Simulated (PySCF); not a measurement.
Geometry:
```
atom   x (Å)   y (Å)   z (Å)
  C1   1.546  -0.299   1.317
  O2   0.687   0.432   0.480
  C3   1.033   0.400  -0.880
  C4  -0.095   1.108  -1.621
  O5  -1.319   0.496  -1.390
 Si6  -1.885  -0.198  -0.039
  C7  -1.895   0.912   1.469
  N8  -1.919   1.577   2.401
  H9   1.148  -0.198   2.325
 H10   2.563   0.106   1.281
 H11   1.574  -1.358   1.034
 H12   1.988   0.913  -1.059
 H13   1.115  -0.640  -1.232
 H14   0.094   1.093  -2.699
 H15  -0.144   2.147  -1.275
 H16  -1.235  -1.449   0.359
 H17  -3.263  -0.378  -0.480
```

Computational details: shieldings: GIAO PBE0/pcSseg-1, geometry from GFN2-xTB, in PySCF 2.14 (single conformer, no solvent model, averaged over atoms made equivalent by symmetry, fast rotation or ring inversion, non-relativistic Hamiltonian).

Task: List the cross peaks expected in HSQC, COSY and HMBC spectra.

Result: 

HSQC (one-bond C–H):
```
               δH         δC
   4.18 (H14/H15)  65.8 (C4)
3.67 (H9/H10/H11)  59.0 (C1)
   3.58 (H12/H13)  76.4 (C3)
```

COSY cross peaks (H two or three bonds apart, from the bond graph; peaks can be absent where the dihedral angle is near 90°):
```
            δH              δH
4.18 (H14/H15)  3.58 (H12/H13)
```

HMBC (two and three bonds, from the bond graph):
```
               δH                     δC
   4.74 (H16/H17)  126.4 (C7), 65.8 (C4)
   4.18 (H14/H15)              76.4 (C3)
3.67 (H9/H10/H11)              76.4 (C3)
   3.58 (H12/H13)   65.8 (C4), 59.0 (C1)
```

Chemical shifts δ = σref − σ; TMS for ¹H (σref 31.72), ¹³C (σref 186.93), all at this level.

Short H···H contacts in this conformer between protons four or more bonds apart (candidates for NOE cross peaks, intensity ∝ r⁻⁶): H11···H13 2.42 Å.

Shifts are as computed. Against solution values, carbons near 30 ppm lie about +3 ppm off and those near 130 ppm about +5 ppm. Of 1211 compounds with measured shifts, 218 miss one by over three times the rms of a fit or turn the order of signals round; such compounds aren't used in these exercises.
